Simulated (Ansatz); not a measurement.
GeO, triplet, geometry from GFN2-xTB (the spin is typed, not shown lowest); Ansatz (a program for electronic structure) with B97M-V/cc-pVTZ.

Here is a job for Ansatz.
Ansatz 0.2 input:
```yaml
crystal:
  periodic: [false, false, false]
  atoms:
    - {symbol: Ge, position_ang: [-0.00000000, -0.00000000, -0.33477338]}
    - {symbol: O, position_ang: [0.00000000, 0.00000000, 1.33909353]}
basis:
  gaussian:
    orbitals: cc-pVTZ
hamiltonian:
  xc: {name: B97M-V}
magnetization: {spin_polarized: true, initial_magnetization: 2}
accuracy: high
```

Question: What does Ansatz print? Leave out banner, timings and long lists.

Answer: 
```
Functional definition: B97M-V
980 factors; integrals over basis functions are off by at most 4.6e-9 eV
mean field evaluation 1: about -58542.2917 eV, gradient 4.8e1 eV
mean field evaluation 2: about -58361.4442 eV, gradient 1.4e2 eV
mean field evaluation 4: about -58550.9307 eV, gradient 1.3e1 eV
mean field evaluation 8: about -58551.9204 eV, gradient 2.8e-1 eV
mean field evaluation 16: about -58551.9177 eV, gradient 3.9e-4 eV
mean field evaluation 32: about -58551.9177 eV, gradient 6.1e-8 eV
mean field evaluation 64: about -58550.5683 eV, gradient 1.4e1 eV
mean field evaluation 96: about -58550.0519 eV, gradient 1.7e1 eV
mean field evaluation 128: about -58551.6792 eV, gradient 1.1e0 eV
mean field -58551.97953305 eV, -2151.7455598825 hartree, gradient 2.3e-8 eV, S^2 2.005836; 15 other end points of the search recorded, 0 dependent functions left out
reference -58551.97953699 eV, -2151.7455600272 hartree; 21, 19 occupied and 52, 54 virtual orbitals, 980 factors
Total energy: -58551.97953699 eV, -2151.7455600272 hartree
```
